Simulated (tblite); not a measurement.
Question: Give a GFN2-xTB geometry of `C[P@@](=O)([O-])C(F)(F)F`. (Charge -1.)

Answer: 
```xyz
11
C2H3F3O2P angstrom
C      1.401    0.205    0.385
P      0.142   -0.699   -0.635
O      0.245   -0.350   -2.071
O     -0.018   -2.104   -0.195
C     -1.361    0.264    0.054
F     -1.543    0.149    1.389
F     -1.327    1.599   -0.166
F     -2.506   -0.165   -0.506
H      1.392    1.264    0.144
H      1.208    0.053    1.443
H      2.373   -0.214    0.133
```

Any rigid rotation of these coordinates is as good. Atoms count from 1 in this order. Of the pairs four or more bonds apart, F6···H10 is among the closest relative to their van der Waals radii: 2.75 Å, 103 % of the sum of Bondi's values. The 2 C–P bonds span 1.855 Å (C1–P2, drawn single) to 1.913 Å (P2–C5, drawn single), a spread of 0.058 Å. P2 (phosphoryl phosphorus) has angles from 95.2° to 121.2°.

Bonds between heavy atoms (Å): C1–P2 1.855, P2=O3 1.481, P2–O4 1.481, P2–C5 1.913, C5–F6 1.353, C5–F7 1.353, C5–F8 1.345.

Structure optimised with GFN2-xTB, isolated species.

Point group: Cs (every atom within 0.08 Å of its image). Its GFN2-xTB frequencies are all real (lowest 45 cm⁻¹).

These are computed values.
